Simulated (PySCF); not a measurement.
## Calculated data, AlFHO2, B2H4NSi, CH4AlFSi

Computed with PySCF 2.14.0. Calculation on a computer-drawn molecule: optimised geometry and harmonic frequencies of an isolated molecule of the commonest isotopes, restricted reference for singlets and unrestricted otherwise, frozen core in MP2.

Common to all runs: multiplicity 1.

```yaml
- entry: 1
  formula: AlFHO2
  start_structure:
    atoms_angstrom:
      - [O, 0.6741, 0.6708, -2.2968]
      - [Al, -0.3272, 0.4784, -1.0439]
      - [O, -1.9362, -0.1869, -1.0842]
      - [F, -0.066, 0.8649, 0.57]
      - [H, -2.2018, -0.4459, -1.9493]
  given:
    charge: -1
    method: MP2
    basis: "aug-cc-pV(D+d)Z"
    drawn_bonds_atom: [1, 2, 2, 3]
    drawn_bonds_other_atom: [2, 3, 4, 5]
    drawn_bonds_order: [1, 1, 1, 1]
  results:
    optimised_atom_element: [O, Al, O, F, H]
    "optimised_atom_x [angstrom]": [0.7064, -0.3226, -1.97, -0.06976, -2.202]
    "optimised_atom_y [angstrom]": [0.6762, 0.4801, -0.1967, 0.87, -0.4482]
    "optimised_atom_z [angstrom]": [-2.342, -1.044, -1.061, 0.6073, -1.964]
    "modes_frequency [cm^-1]": [238.6, 269.3, 304.4, 422.6, 614.8, 712.4, 794.2, 958.5, 3866]
    "modes_reduced_mass [dalton]": [6.112, 16.39, 10.18, 1.164, 11.7, 5.986, 1.382, 17.33, 1.066]
    "rotational_constants [GHz]": [7.181, 5.996, 3.268]
    "total_energy [hartree]": -492.5953
    "convergence_status_largest_gradient_component [hartree/bohr]": 3.596e-05
- entry: 2
  formula: B2H4NSi
  start_structure:
    atoms_angstrom:
      - [B, 1.8738, 1.9046, -0.1233]
      - [B, 1.4641, 0.3959, -0.2078]
      - ["N", 1.2118, -0.8294, -0.2986]
      - [Si, 0.8054, -2.5292, -0.417]
      - [H, 2.1741, 2.9743, -0.0601]
      - [H, 0.2274, -2.8352, 0.9496]
      - [H, -0.0429, -2.562, -1.5342]
      - [H, 2.0864, -3.1631, -0.6548]
  given:
    charge: 1
    method: HF
    basis: "cc-pV(D+d)Z"
    drawn_bonds_atom: [1, 2, 3, 1, 4, 4, 4]
    drawn_bonds_other_atom: [2, 3, 4, 5, 6, 7, 8]
    drawn_bonds_order: [1, 2, 1, 1, 1, 1, 1]
  results:
    optimised_atom_element: [B, B, "N", Si, H, H, H, H]
    "optimised_atom_x [angstrom]": [1.899, 1.515, 1.23, 0.8153, 2.173, 0.2053, -0.1211, 2.084]
    "optimised_atom_y [angstrom]": [1.98, 0.3835, -0.8048, -2.54, 3.121, -2.887, -2.656, -3.24]
    "optimised_atom_z [angstrom]": [-0.1151, -0.2165, -0.2918, -0.4016, -0.04275, 0.8878, -1.526, -0.64]
    "modes_frequency [cm^-1]": [120.4, 120.4, 306.0, 306.0, 526.6, 749.7, 749.7, 805.3, 805.3, 912.0, 1020, 1020, 1023, 2212, 2380, 2391, 2391, 2958]
    "modes_reduced_mass [dalton]": [3.592, 3.592, 4.446, 4.446, 7.875, 1.224, 1.225, 1.402, 1.402, 5.447, 1.047, 1.047, 1.158, 11.27, 1.015, 1.054, 1.054, 1.11]
    "rotational_constants [GHz]": [83.76, 2.201, 2.201]
    "total_energy [hartree]": -394.7726
    "convergence_status_largest_gradient_component [hartree/bohr]": 1.887e-05
- entry: 3
  formula: CH4AlFSi
  start_structure:
    atoms_angstrom:
      - [F, -0.2283, 0.7495, 1.1552]
      - [Si, 0.2188, -0.1213, -0.1984]
      - [C, -0.7912, -1.7059, -0.2236]
      - [Al, -2.75, -1.6937, 0.2384]
      - [H, 1.6424, -0.1428, -0.08]
      - [H, -0.1561, 0.794, -1.2805]
      - [H, -0.2518, -2.3823, 0.441]
      - [H, -0.5888, -2.1337, -1.2211]
  given:
    charge: 0
    method: HF
    basis: "cc-pV(D+d)Z"
    drawn_bonds_atom: [1, 2, 3, 2, 2, 3, 3]
    drawn_bonds_other_atom: [2, 3, 4, 5, 6, 7, 8]
    drawn_bonds_order: [1, 1, 1, 1, 1, 1, 1]
  results:
    optimised_atom_element: [F, Si, C, Al, H, H, H, H]
    "optimised_atom_x [angstrom]": [-0.3882, 0.1945, -0.7292, -2.647, 1.647, -0.05346, -0.2117, -0.7169]
    "optimised_atom_y [angstrom]": [0.7583, -0.08098, -1.68, -1.692, -0.2014, 0.7514, -2.43, -2.061]
    "optimised_atom_z [angstrom]": [1.094, -0.1776, -0.2539, 0.4068, 0.055, -1.372, 0.3657, -1.287]
    "modes_frequency [cm^-1]": [46.21, 109.8, 307.1, 457.4, 527.3, 632.9, 748.8, 793.6, 856.1, 917.7, 1010, 1032, 1056, 1470, 2325, 2333, 3114, 3167]
    "modes_reduced_mass [dalton]": [3.563, 4.718, 3.597, 1.785, 2.902, 1.245, 2.302, 1.136, 6.614, 1.415, 1.315, 1.201, 1.13, 1.097, 1.052, 1.029, 1.06, 1.098]
    "rotational_constants [GHz]": [8.52, 2.53, 2.054]
    "total_energy [hartree]": -670.5432
    "convergence_status_largest_gradient_component [hartree/bohr]": 2.874e-05
```
